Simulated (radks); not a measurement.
Values are calculated unless marked as measured or tabulated.
Species: Br+. Configuration: [Ar] 3d10 4s2 4p4.

Level of theory: scalar-relativistic Kohn-Sham, Slater X-alpha with alpha = 0.982, spin-polarised, spherical densities, finite nucleus; open shells are filled with parallel spins first; Fermi nuclear charge, rms radius 4.1629 fm (a radial shooting solver on a logarithmic mesh with Libxc functionals).

Energy parts (hartree):
total: -2640.22829
kinetic: 2698.76194
electron-nucleus: -6326.04744
Hartree: 1114.54644
exchange: -127.48923

Orbitals (lengths in bohr, moments of r in powers of bohr; <r^-3> diverges for s and p1/2):
\begin{tabular}{lrrrrrr}
orbital & occ. & eigenvalue (hartree) & <1/r> & <r^-3> & <r^4> & <r^2> \\ \hline
1s up & 1 & -494.0451 & 35.72 & - & 0.00001545 & 0.002449 \\
1s down & 1 & -494.0363 & 35.72 & - & 0.00001545 & 0.002449 \\
2s up & 1 & -65.38270 & 7.941 & - & 0.003034 & 0.04191 \\
2s down & 1 & -65.37775 & 7.941 & - & 0.003033 & 0.04191 \\
2p up & 3 & -58.02914 & 7.784 & 1383 & 0.002179 & 0.03299 \\
2p down & 3 & -58.02156 & 7.784 & 1383 & 0.002179 & 0.03299 \\
3s up & 1 & -9.63134 & 2.622 & - & 0.1859 & 0.3425 \\
3s down & 1 & -9.61950 & 2.623 & - & 0.1848 & 0.3419 \\
3p up & 3 & -7.26190 & 2.477 & 204.0 & 0.2210 & 0.3618 \\
3p down & 3 & -7.24821 & 2.479 & 204.3 & 0.2186 & 0.3605 \\
3d up & 5 & -3.28989 & 2.204 & 24.70 & 0.3548 & 0.4067 \\
3d down & 5 & -3.27210 & 2.211 & 24.85 & 0.3412 & 0.4011 \\
4s up & 1 & -1.30708 & 0.8414 & - & 12.45 & 2.833 \\
4s down & 1 & -1.18671 & 0.8450 & - & 12.82 & 2.849 \\
4p up & 3 & -0.80442 & 0.7109 & 19.02 & 24.66 & 3.901 \\
4p down & 1 & -0.68606 & 0.7025 & 18.70 & 27.94 & 4.081 \\
\end{tabular}

The highest occupied level is 4p down at -18.669 eV. For comparison, the ionisation energy in NIST's Atomic Spectra Database is 21.591 eV (measured). In exact Kohn-Sham theory the highest level is minus the ionisation energy, but local and semilocal functionals leave it too shallow, through self-interaction and a potential that decays too fast; potentials with the right tail come closer. The electron density at the nucleus is 4.516e+04 e/bohr^3 (large components only). Summed over all electrons, <r^2> = 28.64 bohr^2, which gives a Langevin (diamagnetic) susceptibility term of -22.7 x 10^-6 cm^3/mol. The spin density at the nucleus is -1.2381 e/bohr^3 (1s -0.3669, 2s 0.0937, 3s -0.2186, 4s -0.7463).
